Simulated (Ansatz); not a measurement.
Reaction (ligand exchange at a B–N bond): `BN1[SiH2][SiH]1Cl` + `O[SiH2]S` → `BO[SiH2]S` + `Cl[SiH]1N[SiH2]1`

Program: Ansatz. Geometries: PBE0-D4/def2-TZVP. ΔE: electronic, gas phase. CCSD(T)/CBS adds triple-zeta CCSD(T) − MP2 to the extrapolated MP2 energy (def2 sets, frozen cores). Functionals use def2-TZVPP. B3LYP here is the variant with VWN-RPA as its local correlation; programs differ in this. HSE06 is defined as in plane-wave codes. Each species was taken in one conformer, which may not be the lowest.

`BN1[SiH2][SiH]1Cl`:

Cartesian coordinates in Å:
```
B 0.598 0.810 -1.433
N 0.138 0.134 -0.288
Si 0.766 -0.637 1.182
Si -1.327 -0.466 0.445
Cl -2.646 0.948 1.111
H -0.192 1.205 -2.245
H 1.775 0.980 -1.587
H 1.333 0.291 2.189
H 1.649 -1.809 0.967
H -2.094 -1.456 -0.341
```

`O[SiH2]S`:

Z-matrix (Å, degrees):
```
Si
S 1 2.133
O 1 1.642 2 113.5
H 1 1.478 2 111.7 3 117.8
H 1 1.484 2 102.9 3 -122.0
H 2 1.344 1 94.6 3 -65.2
H 3 0.959 1 117.2 2 -51.2
```

`BO[SiH2]S`:

Z-matrix (Å, degrees):
```
Si
O 1 1.655
S 1 2.122 2 112.0
H 1 1.478 2 105.8 3 120.8
H 1 1.481 2 110.3 3 -117.0
B 2 1.349 1 131.3 3 98.3
H 3 1.344 1 94.4 2 70.8
H 6 1.203 2 120.0 1 2.8
H 6 1.198 2 118.0 1 -177.7
```

`Cl[SiH]1N[SiH2]1`:

Cartesian coordinates in Å:
```
Cl -0.498 -0.067 2.758
Si -0.528 -0.612 0.774
N -0.602 0.642 -0.386
Si 0.997 0.029 -0.711
H -1.522 -1.704 0.683
H -1.211 1.379 -0.699
H 1.223 -0.579 -2.049
H 2.141 0.913 -0.370
```

```csv
level,ΔE (kJ/mol),difference from CCSD(T)/CBS
LDA (SPW92),-15.5,2.4
PBE-D4,-12.3,5.6
revPBE-D4,-10.4,7.5
BLYP-D4,-14.0,3.9
r2SCAN-D4,-16.8,1.1
B97M-V,-19.4,-1.5
PBE0-D4,-14.6,3.3
B3LYP-D4,-16.3,1.6
r2SCANh-D4,-17.2,0.7
r2SCAN0-D4,-17.9,0.0
BHLYP-D4,-19.2,-1.3
ωB97X-V,-19.3,-1.4
ωB97M-V,-18.5,-0.6
B2PLYP,-18.5,-0.6
PBE-QIDH,-17.1,0.8
PBE,-14.0,3.9
revPBE,-13.5,4.4
r2SCAN,-17.2,0.7
B3LYP,-19.1,-1.2
r2SCANh,-17.7,0.2
r2SCAN0,-18.5,-0.6
HSE06,-15.9,2.0
BHLYP,-21.8,-3.9
CAM-B3LYP,-21.6,-3.7
LC-ωPBE,-20.6,-2.7
RPA@PBE/def2-TZVPP,-18.4,-0.5
HF/def2-SVP,-28.4,-10.5
MP2/def2-SVP,-24.3,-6.4
CCSD/def2-SVP,-26.5,-8.6
CCSD(T)/def2-SVP,-25.6,-7.7
HF/def2-TZVPP,-24.9,-7.0
MP2/def2-TZVPP,-15.5,2.4
SCS-MP2/def2-TZVPP,-17.8,0.1
CCSD/def2-TZVPP,-18.9,-1.0
CCSD(T)/def2-TZVPP,-17.4,0.5
HF/def2-QZVPP,-26.0,-8.1
MP2/def2-QZVPP,-16.2,1.7
SCS-MP2/def2-QZVPP,-18.4,-0.5
MP2/CBS(def2),-15.9,2.0
CCSD/CBS(def2),-19.3,-1.4
CCSD(T)/CBS,-17.9,0
```

Largest T1 diagnostic among the species: 0.013.

At CCSD(T), def2-SVP lies −7.7 kJ/mol from the extrapolated value and def2-TZVPP +0.5 kJ/mol. Leaving LDA and LC-ωPBE aside and taking each functional with its dispersion term where it has one, the values, not all of them listed here, spread over 9.6 kJ/mol, from CAM-B3LYP-D4 to revPBE-D4.
